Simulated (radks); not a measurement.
The numbers below are computed, except where a source is named.
Spherical quantum dot in the effective-mass picture: electrons in a parabolic well V = omega^2 r^2 / 2 with omega = 0.176, with a point charge +1 (a donor) at the centre, all in effective atomic units (hartree* = m*/eps^2 hartree, bohr* = eps/m* bohr), one dielectric constant everywhere. Level of theory: non-relativistic Kohn-Sham, PBE, spin-polarised, spherical densities (a radial shooting solver with Libxc functionals). Levels are named by radial order and angular momentum (1s, 1p, 1d, 2s, ...), and open shells are averaged over m. Results are scaled to m* = 0.133 and eps = 9.1, for which hartree* = 43.7 meV and bohr* = 3.621 nm. Each electron was tried in the lowest free levels, single moves between levels near the top were tried too, and the lowest total energy was kept; such a search can miss a lower state. At N = 1 the Hartree and exchange-correlation terms need not cancel, so that row can carry a self-interaction error.

| N | open shells | 2S | E (meV) | mu = E(N) - E(N-1) (meV) | addition energy mu(N+1) - mu(N) (meV) | e(HOMO) (meV) | rms radius (nm) |
|---|---|---|---|---|---|---|---|
| 1 | 1s(up 1, down 0) | 1 | -19.9517 | -19.952 | 24.57 | -9.3818 | 5.752 |
| 2 | none | 0 | -15.3307 | 4.6210 | 24.30 | 11.604 | 7.447 |
| 3 | 1p(up 1, down 0) | 1 | 13.5888 | 28.920 | 7.917 | 32.796 | 10.60 |
| 4 | 1p(up 2, down 0) | 2 | 50.4253 | 36.836 | 7.996 | 40.871 | 12.36 |
| 5 | 1p(up 3, down 0) | 3 | 95.2577 | 44.832 | 9.535 | 48.742 | 13.65 |
| 6 | 1p(up 3, down 0) 2s(up 1, down 0) | 4 | 149.625 | 54.367 | 7.453 | 57.894 | 14.95 |
| 7 | 1p(up 3, down 2) | 1 | 211.445 | 61.820 | 6.268 | 64.753 | 15.75 |
| 8 | none | 0 | 279.534 | 68.089 | 7.378 | 71.404 | 16.58 |
| 9 | 2s(up 1, down 0) | 1 | 355.000 | 75.467 | 7.323 | 78.576 | 17.43 |
| 10 | none | 0 | 437.790 | 82.790 | 8.089 | 85.946 | 18.21 |
| 11 | 1d(up 1, down 0) | 1 | 528.669 | 90.879 | 5.727 | 93.754 | 18.93 |
| 12 | 1d(up 2, down 0) | 2 | 625.274 | 96.606 | 5.646 | 99.443 | 19.59 |
| 13 | 1d(up 3, down 0) | 3 | 727.525 | 102.25 | 5.556 | 105.04 | 20.19 |
| 14 | 1d(up 4, down 0) | 4 | 835.333 | 107.81 | 5.465 | 110.56 | 20.75 |
| 15 | 1d(up 5, down 0) | 5 | 948.606 | 113.27 | 6.591 | 115.98 | 21.28 |
| 16 | 1d(up 5, down 1) | 4 | 1068.47 | 119.86 | 5.121 | 122.43 | 21.80 |
| 17 | 1d(up 5, down 2) | 3 | 1193.45 | 124.98 | 5.078 | 127.53 | 22.28 |
| 18 | 1d(up 5, down 3) | 2 | 1323.52 | 130.06 | 5.025 | 132.58 | 22.74 |
| 19 | 1d(up 5, down 4) | 1 | 1458.60 | 135.09 | 4.967 | 137.58 | 23.18 |
| 20 | none | 0 | 1598.66 | 140.06 | 7.864 | 142.52 | 23.60 |
| 21 | 1f(up 1, down 0) | 1 | 1746.58 | 147.92 | 4.691 | 150.27 | 24.04 |
| 22 | 1f(up 2, down 0) | 2 | 1899.19 | 152.61 | 4.649 | 154.94 | 24.46 |
| 23 | 1f(up 3, down 0) | 3 | 2056.45 | 157.26 | 4.606 | 159.57 | 24.87 |
| 24 | 1f(up 4, down 0) | 4 | 2218.31 | 161.87 | 4.562 | 164.15 | 25.25 |
| 25 | 1f(up 5, down 0) | 5 | 2384.74 | 166.43 | 4.518 | 168.69 | 25.63 |
| 26 | 1f(up 6, down 0) | 6 | 2555.69 | 170.94 | 4.474 | 173.19 | 25.99 |
| 27 | 1f(up 7, down 0) | 7 | 2731.10 | 175.42 | - | 177.64 | 26.34 |

All shells are closed at N = 2, 8, 10, 20 (there: 1s2 1p6 1d10 2s2); the second difference of the energy has clear peaks (12 % above both neighbours; the first and last values, which can be the largest, are not judged, and half-filled shells can peak too) at N = 5, 15, 20.
